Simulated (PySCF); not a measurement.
C₂H₉BOSi, SMILES CB(C)O[SiH3].

The structure is a stationary point at r2SCAN-D4/def2-SVP. This is a generated structure with no PubChem entry under its InChIKey; it may be hypothetical. One conformer was computed; it need not be the lowest.

These are PBE0/def2-TZVP in PySCF values and carry that method's errors.

Gas-phase values at a fixed geometry.

```json
{
 "total_energy": "-471.02864 hartree",
 "highest_occupied_level": "-8.08 eV",
 "lowest_empty_level": "0.21 eV",
 "orbital_gap": "8.29 eV",
 "dipole_moment": "0.68 D",
 "quadrupole, principal values (traceless, Buckingham form, about the centre of nuclear charge)": "-2.60, 0.91, 1.69 D·Å",
 "mean_static_polarisability": "67.4 bohr³ (9.99 Å³)",
 "polarisability_principal_values": "57.8, 66.8, 77.6 bohr³"
}
```
